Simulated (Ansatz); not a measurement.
All numbers were calculated with Ansatz.

A structure relaxed at PBE0-D4/def2-TZVP, charge 0, multiplicity 2:

```xyz
4

O    -0.796    1.125   -1.190
Ga    0.042    0.046   -0.030
F     1.744    0.281    0.198
Cl   -0.991   -1.453    1.022
```

**Question.** Give its formula and SMILES.

**Answer.** ClFGaO, `[O][Ga]([F])[Cl]`.

**Question.** Point group (tolerance 0.08 Å, 0.16 Å for H)?

**Answer.** Cs.

**Question.** Summarise the bond lengths by kind.

**Answer.** 1 × Ga–O 1.793 Å; 1 × F–Ga 1.733 Å; 1 × Cl–Ga 2.103 Å.
